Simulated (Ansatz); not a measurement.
Relaxation of CH$_{9}$AsGeSi (13 atoms, charge 0, multiplicity 1), to a largest force component of 0.015 eV/Å in at most 40 steps.

Method: Ansatz 0.2.0, RKS PBE/def2-SVP.

```xyz
13
Properties=species:S:1:pos:R:3
Ge -1.463 0.192 1.370
Si 0.250 -1.066 0.614
C 1.246 -0.106 -0.634
As 0.295 0.245 -2.251
H -2.443 0.560 0.148
H -2.306 -0.525 2.436
H -0.932 1.554 1.967
H -0.225 -2.271 -0.020
H 1.102 -1.407 1.805
H 2.177 -0.703 -0.864
H 1.588 0.856 -0.150
H 1.335 1.195 -2.812
H -0.603 1.442 -1.594
```

Question: Where does it end, and by what steps?

Answer: The forces met the threshold. The force dipped under the threshold on the way, but the program's further checks kept it going. After 10 steps the energy has fallen by 0.398 eV; H13 moved furthest, 0.25 Å.

```tsv
step	energy less start (eV)	largest force component (eV/Å)	accepted
0	0.0000	1.798	yes
1	-0.3567	0.736	yes
2	-0.3900	0.202	yes
3	-0.3947	0.044	yes
4	-0.3960	0.065	yes
5	-0.3971	0.025	yes
6	-0.3973	0.038	yes
7	-0.3974	0.029	yes
8	-0.3975	0.004	yes
9	-0.3976	0.008	yes
10	-0.3976	0.011	yes
```

```xyz
13
Properties=species:S:1:pos:R:3
Ge -1.567 0.251 1.425
Si 0.263 -1.068 0.608
C 1.339 -0.119 -0.640
As 0.417 0.272 -2.379
H -2.617 0.538 0.318
H -2.289 -0.483 2.588
H -1.062 1.618 1.965
H -0.283 -2.320 -0.030
H 1.108 -1.484 1.787
H 2.218 -0.751 -0.887
H 1.716 0.814 -0.175
H 1.365 1.421 -2.787
H -0.588 1.277 -1.778
```

Run time: 46 s on 2 threads of Arm Neoverse V1, on a shared host, peak memory 0.2 GiB.
